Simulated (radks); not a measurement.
Initial-state core-level shifts of neutral gallium when its valence configuration changes from [Ar] 3d10 4s2 4p1. Calculated with a radial shooting solver on a logarithmic mesh with Libxc functionals: scalar-relativistic Kohn-Sham, PBEsol, spin-polarised, spherical densities, point nucleus; open shells are filled with parallel spins first. Shifts are changes of the shell-averaged eigenvalues in eV (positive: less bound).

valence               2s       2p       3s       3p
3d8 4s2 4p3      -23.410  -23.216  -19.656  -19.209
3d10 4s1 4p2      -1.355   -1.356   -1.454   -1.451
3d9 4s2 4p2      -11.161  -11.070   -9.625   -9.413
3d7.5 4s2 4p3.5  -30.198  -29.951  -25.070  -24.502
3d9 4s1 4p3      -12.243  -12.148  -10.773  -10.553
3d7 4s2 4p4      -37.196  -36.897  -30.517  -29.830
3d9 4s0.5 4p3.5  -13.423  -13.329  -11.968  -11.746
3d9.5 4s2 4p1.5   -5.443   -5.400   -4.759   -4.656
3d8.5 4s2 4p2.5  -17.152  -17.011  -14.594  -14.267
